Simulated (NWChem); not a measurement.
Program: NWChem. System: H₆NSi₂, charge 0, spin multiplicity 2, at a geometry optimised with UB3LYP/def2-SVP. The structure started from a generated list of species. Its SCF solution wasn't tested for a lower state. Level: evGW@UPBE0/def2-SVPD, RI basis def2-svpd-rifit, 6 cycles.

Job file:

```
start mol
memory heap 200 mb stack 700 mb global 1700 mb
geometry units angstroms nocenter noautoz noautosym
  Si     1.563752    -0.390809    -0.335178
  N      0.164600     0.568611     0.107155
  Si    -1.527203     0.117580     0.188822
  H      1.292660    -1.802710     0.086322
  H      2.760555     0.148420     0.394760
  H      0.344900     1.571618     0.152325
  H     -1.589912    -1.366030     0.289794
  H     -2.306946     0.552574    -1.010425
  H     -2.165143     0.741060     1.386114
end
basis spherical
  * library def2-svpd
end
basis "ri basis" bse spherical
  * library def2-svpd-rifit
end
dft
  xc pbe0
  odft
  mult 2
  iterations 100
  direct
  tolerances tight
end
task dft energy
gw
  evgw 6
  states alpha occ -1 vir -1
  states beta occ -1 vir -1
end
task dft gw
```

Output (cleaned and shortened):

```
             Northwest Computational Chemistry Package (NWChem) 7.3.0
             --------------------------------------------------------

                                NWChem Input Module
                                -------------------

 Scaling coordinates for geometry "geometry" by  1.889725989
 (inverse scale =  0.529177249)

                             Geometry "geometry" -> ""
                             -------------------------

 Output coordinates in angstroms (scale by  1.889725989 to convert to a.u.)

  No.       Tag          Charge          X              Y              Z
 ---- ---------------- ---------- -------------- -------------- --------------
    1 Si                  14.0000     1.56375200    -0.39080900    -0.33517800
    2 N                    7.0000     0.16460000     0.56861100     0.10715500
    3 Si                  14.0000    -1.52720300     0.11758000     0.18882200
    4 H                    1.0000     1.29266000    -1.80271000     0.08632200
    5 H                    1.0000     2.76055500     0.14842000     0.39476000
    6 H                    1.0000     0.34490000     1.57161800     0.15232500
    7 H                    1.0000    -1.58991200    -1.36603000     0.28979400
    8 H                    1.0000    -2.30694600     0.55257400    -1.01042500
    9 H                    1.0000    -2.16514300     0.74106000     1.38611400

 Effective nuclear repulsion energy (a.u.)     145.5959123352

            Nuclear Dipole moment (a.u.)
            ----------------------------
        X                 Y               Z
 ---------------- ---------------- ----------------
     0.0000000000     0.0000056692    -0.0000170075


 Summary of "ao basis" -> "" (spherical)
 ------------------------------------------------------------------------------
       Tag                 Description            Shells   Functions and Types
 ---------------- ------------------------------  ------  ---------------------
 *                         def2-svpd                  on all atoms

 new library libraries.bse/

 Summary of "ri basis" -> "" (spherical)
 ------------------------------------------------------------------------------
       Tag                 Description            Shells   Functions and Types
 ---------------- ------------------------------  ------  ---------------------
 *                      def2-svpd-rifit               on all atoms

                                 NWChem DFT Module
                                 -----------------

 Summary of "ao basis" -> "ao basis" (spherical)
 ------------------------------------------------------------------------------
       Tag                 Description            Shells   Functions and Types
 ---------------- ------------------------------  ------  ---------------------
 Si                        def2-svpd                10       24   5s3p2d
 N                         def2-svpd                 8       20   4s2p2d
 H                         def2-svpd                 4        8   2s2p

 Summary of "ao basis" -> "ao basis" (spherical)
 ------------------------------------------------------------------------------
       Tag                 Description            Shells   Functions and Types
 ---------------- ------------------------------  ------  ---------------------
 Si                        def2-svpd                10       24   5s3p2d
 N                         def2-svpd                 8       20   4s2p2d
 H                         def2-svpd                 4        8   2s2p
[...]
@GW       100         53.761           0.000
@GW       101         54.760           0.000
@GW       102         54.879           0.000
@GW       103         56.263           0.000
@GW       104         56.944           0.000
@GW       105         61.563           0.000
@GW       106         62.270           0.000
@GW       107         63.262           0.000
@GW       108         65.565           0.000
@GW       109         67.056           0.000
@GW       110         67.146           0.000
@GW       111         67.887           0.000
@GW       112         71.776           0.000
@GW       113         76.387           0.000
@GW       114         78.999           0.000
@GW       115         80.503           0.000
@GW       116         98.406           0.000

                   Beta Orbitals
          State     Energy (eV)     Error (eV)
          -----------------------------------
@GW         1      -1844.908           0.000
@GW         2      -1844.902           0.000
@GW         3       -407.616           0.000
@GW         4       -162.021           0.000
@GW         5       -161.456           0.000
@GW         6       -107.215           0.000
@GW         7       -107.195           0.000
@GW         8       -107.182           0.000
@GW         9       -107.070           0.000
@GW        10       -107.043           0.000
@GW        11       -106.895           0.000
@GW        12        -25.681           0.000
@GW        13        -18.014           0.000
@GW        14        -17.138           0.000
@GW        15        -14.777           0.000
@GW        16        -12.975           0.000
@GW        17        -12.652           0.000
@GW        18        -12.342           0.000
@GW        19        -11.911           0.000
@GW        20        -10.010           0.000
@GW        21          0.405           0.000
@GW        22          1.942           0.000
@GW        23          2.466           0.000
@GW        24          3.077           0.000
@GW        25          3.093           0.000
@GW        26          3.430           0.000
@GW        27          3.700           0.000
@GW        28          4.133           0.000
@GW        29          4.749           0.000
@GW        30          4.531           0.000
@GW        31          5.211           0.000
@GW        32          5.455           0.000
@GW        33          5.542           0.000
@GW        34          5.995           0.000
@GW        35          6.443           0.000
@GW        36          6.716           0.000
@GW        37          6.585           0.000
@GW        38          7.303           0.000
@GW        39          7.633           0.000
@GW        40          8.040           0.000
@GW        41          8.512           0.000
@GW        42          8.684           0.000
@GW        43          8.836           0.000
@GW        44          9.121           0.000
@GW        45          9.266           0.000
@GW        46          9.741           0.000
@GW        47         10.324           0.000
@GW        48         10.463           0.000
@GW        49         10.515           0.000
@GW        50         11.008           0.000
@GW        51         11.324           0.000
@GW        52         11.851           0.000
@GW        53         11.846           0.000
@GW        54         11.978           0.000
@GW        55         11.982           0.000
@GW        56         12.488           0.000
@GW        57         12.948           0.000
@GW        58         12.929           0.000
@GW        59         13.570           0.000
@GW        60         13.901           0.000
@GW        61         14.515           0.000
@GW        62         15.630           0.000
@GW        63         15.948           0.000
@GW        64         16.454           0.000
@GW        65         17.142           0.000
@GW        66         17.782           0.000
@GW        67         18.084           0.000
@GW        68         19.410           0.000
@GW        69         19.808           0.000
@GW        70         20.357           0.000
@GW        71         21.479           0.000
@GW        72         21.894           0.000
@GW        73         22.412           0.000
@GW        74         23.296           0.000
@GW        75         23.965           0.000
@GW        76         24.566           0.000
@GW        77         24.545           0.000
@GW        78         25.260           0.000
@GW        79         27.304           0.000
@GW        80         27.547           0.000
@GW        81         27.691           0.000
@GW        82         28.669           0.000
@GW        83         29.311           0.000
@GW        84         31.675           0.000
@GW        85         32.433           0.000
@GW        86         33.045           0.000
@GW        87         33.829           0.000
@GW        88         34.821           0.000
@GW        89         35.234           0.000
@GW        90         36.188           0.000
@GW        91         39.914           0.000
@GW        92         46.422           0.000
@GW        93         46.494           0.000
@GW        94         48.541           0.000
@GW        95         50.376           0.000
@GW        96         51.597           0.000
@GW        97         51.711           0.000
@GW        98         52.480           0.000
@GW        99         52.948           0.000
@GW       100         53.821           0.000
@GW       101         54.877           0.000
@GW       102         55.029           0.000
@GW       103         56.348           0.000
@GW       104         56.947           0.000
@GW       105         61.564           0.000
@GW       106         62.433           0.000
@GW       107         63.398           0.000
@GW       108         65.640           0.000
@GW       109         67.137           0.000
@GW       110         67.240           0.000
@GW       111         67.898           0.000
@GW       112         72.008           0.000
@GW       113         76.528           0.000
@GW       114         79.223           0.000
@GW       115         80.523           0.000
@GW       116         98.527           0.000

     GW Timing Statistics
   ------------------------
   Init.   :          0.0s
     ERIs  :          1.0s
     Distr.:          0.1s
     Vxc   :          1.7s
   Sigma_x :          0.0s
   RPA     :         53.5s
   Wmn     :         10.4s
   Sigma_c :          6.8s
   GW total:         73.6s

 Task  times  cpu:       73.6s     wall:       73.6s

 Total times  cpu:       86.7s     wall:       86.7s
```
